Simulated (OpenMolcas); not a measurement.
## Ti2+: moving the ligands

Ti2+ with 6 ligands (fluoride) in octahedral coordination (Oh) at 2.17 Å. A charge of +0.667 e stands 3.2 Å behind each ligand. Ligand basis ANO-RCC-VDZP.
```
Ti    0.0000    0.0000    0.0000
F     2.1700    0.0000    0.0000
F     0.0000    2.1700    0.0000
F    -2.1700    0.0000    0.0000
F     0.0000   -2.1700    0.0000
F     0.0000    0.0000    2.1700
F     0.0000    0.0000   -2.1700
```

```yaml
Program: OpenMolcas 26.06
Method: "SS-CASPT2, IPEA 0.25 Eh, imaginary shift 0.1 Eh (closed shells correlated: 3s 3p and the ligand valence shells)"
Basis: ANO-RCC-VDZP [5s4p2d1f]
Scalar_Hamiltonian: DKH2, point nucleus
Active_space: 2 electrons in 5 orbitals (3d)
State_averaging: 2S+1 = 3 even, 10 roots; 2S+1 = 1 even, 15 roots
Spin-orbit_coupling: RASSI with atomic mean-field integrals over the reference wave functions
```

Runs around this geometry, states (labels of O, the rotations of Oh). Energies in cm-1 above the lowest state or level, χT in cm3 K/mol; under a threefold ground state the first gap can be a small split of the lowest multiplet, not the spin-orbit step; 10Dq and B are least-squares fits to the states below 45000 cm-1, weighted by degeneracy, with a free offset, and given where the rms deviation is under 5 % of |10Dq| (or 100 cm-1) and under 700 cm-1.

| R (Å) | Ground state | First state of that spin | 10Dq | B (rms of fit) | First gap with spin-orbit (degeneracies) | χT at 300 K | First state of another spin |
| --- | --- | --- | --- | --- | --- | --- | --- |
| 2.08 | 3T1 | 3T2 11700 | 13122 | 680 (251) | 2 (2, 3) | 1.089 | 1T2 9500 |
| 2.17 | 3T1 | 3T2 9400 | 10785 | 688 (288) | 3 (2, 3) | 1.100 | 1T2 9440 |
| 2.22 | 3T1 | 3T2 8360 | 9584 | 694 (378) | 4 (2, 3) | 1.106 | 1T2 9400 |

Taking |10Dq| as R^-n, n = -ln(9584 / 13122) / ln(2.22 / 2.08) = 4.8 between the shortest and longest distance. The point-charge formula for a cubic d site gives n = 5.

Roots that are degenerate in the reference are averaged as groups; the widest CASPT2 spread within a group is 52 cm-1 (the 3-fold group of multiplicity 3 near 8360 cm-1 above the lowest state of its run, R = 2.22). Shifts and gaps below about the spread of the groups concerned are not significant. Over all roots computed the reference weight is 0.71 to 0.72 in R = 2.08, 0.71 to 0.72 in R = 2.17, 0.71 to 0.72 in R = 2.22; a low but even weight reflects the number of correlated electrons. An orbital triplet at a regular site is open to Jahn-Teller coupling, which can distort the site and quench the lowest spin-orbit gaps and is left out. Ligand-to-metal charge-transfer states are missing. With no ligand orbital active B as a rule stays too high, so bands that hang on it stand too high and its fall with covalency is understated. With one d shell and no ligand orbital active, 10Dq can be off by tens of per cent for divalent 3d ions, low with halides held by bare charges and at times high in hosts. Free-ion shares, where given, are those of the reference states; single-state CASPT2 does not remix them. No measured value stands beside these numbers; the geometry is a model, was not optimised and need not be the one that this ion takes.
